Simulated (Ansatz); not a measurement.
`C[SiH2]S[SiH](C)Cl` + `[BH2][AlH][OH]` → `[BH2][AlH][O][SiH2]C` + `C[SiH](S)Cl`  (ligand exchange at the Si–S bond)

Isolated molecules relaxed with PBE0-D4/def2-TZVP in Ansatz; ΔE leaves out vibrations. CBS: MP2 limit from def2 TZ/QZ plus the TZ coupled-cluster correction, frozen cores. Functionals use def2-TZVPP. One conformer a species, not always the lowest.

CCSD(T)/CBS gives -9.9 kcal/mol.

Another level gave -12.4 kcal/mol. Which?
A. B2PLYP/def2-TZVPP
B. PBE-D4/def2-TZVPP
C. PBE/def2-TZVPP
D. r2SCAN-D4/def2-TZVPP

A. B2PLYP -12.4, r2SCAN-D4 -9.9, PBE-D4 -6.6, PBE -8.5 kcal/mol.

Largest T1 diagnostic among the species: 0.012.

In def2-TZVPP, CCSD(T) changes the Hartree–Fock value by +6.8 kcal/mol (the triples alone add +1.3 kcal/mol) and MP2 by +8.3 kcal/mol. The D4 term adds +3.1 kcal/mol with B3LYP and +1.7 kcal/mol with PBE0; it sums over pairs of atoms, weighted by their polarisabilities, and B3LYP, whose exchange is more repulsive, gets the larger term.

B3LYP here is the variant with VWN-RPA as its local correlation; programs differ in this.
